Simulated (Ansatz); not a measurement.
Compare A (`CBOCC`) with its isomer B (`CCCBO`).

Isolated molecules relaxed with PBE0-D4/def2-TZVP in Ansatz; ΔE leaves out vibrations. CCSD(T)/CBS is the MP2 limit (def2-TZVPP, def2-QZVPP) plus CCSD(T) − MP2 in def2-TZVPP, frozen cores. DFT in def2-TZVPP. B3LYP here is the variant with VWN-RPA as its local correlation; programs differ in this. One conformer a species, not always the lowest.

Q: Which isomer does CCSD(T)/CBS put lower? Give the gap. (An estimate is asked.)

A: The calculation gave: B, by 6.9 kcal/mol.

Q: Give E(B) − E(A) in kcal/mol with PBE0-D4, ωB97M-V, B3LYP, B3LYP-D4, CCSD(T)/def2-TZVPP, MP2/def2-TZVPP, CCSD/def2-TZVPP. (Estimate.)

A: The calculation gave: PBE0-D4 -6.4, ωB97M-V -6.2, B3LYP -4.0, B3LYP-D4 -4.7, CCSD(T)/def2-TZVPP -6.5, MP2/def2-TZVPP -7.6, CCSD/def2-TZVPP -6.3. None reverses the order clearly.

Largest T1 diagnostic: 0.012.

In def2-TZVPP, CCSD(T) changes the Hartree–Fock value by −2.7 kcal/mol (the triples alone add −0.1 kcal/mol) and MP2 by −3.8 kcal/mol.
